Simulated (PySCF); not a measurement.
C2H9BiSi, SMILES [CH3][Bi]([CH3])[SiH3].

The structure is a stationary point at B3LYP-D3(BJ)/def2-SVP. The structure was generated by enumeration; whether it is a known compound was not checked. The def2 effective core potentials stand for the cores of Bi; spin–orbit coupling is left out.

Two levels are set side by side: PBE/def2-TZVP (PySCF) and HF/def2-TZVP (PySCF). Same geometry, gas phase. Differences are taken from unrounded values.

```csv
quantity,HF,PBE,PBE minus HF
orbital gap (eV),10.91,4.68,-6.22
highest occupied level (eV),-8.70,-5.81,2.89
lowest empty level (eV),2.21,-1.13,-3.34
dipole moment (D),0.85,1.09,0.23
mean polarisability (bohr³),107.2,111.7,4.5
```

Without exact exchange PBE keeps part of each electron's self-repulsion, which lifts occupied levels and narrows the gap. Loosely held outer electrons make PBE densities more polarisable. Differences between two approximate levels are no errors against the true value.

Rough cost on one machine, each run with all the roots and properties that it gave: HF against PBE about 1/3.
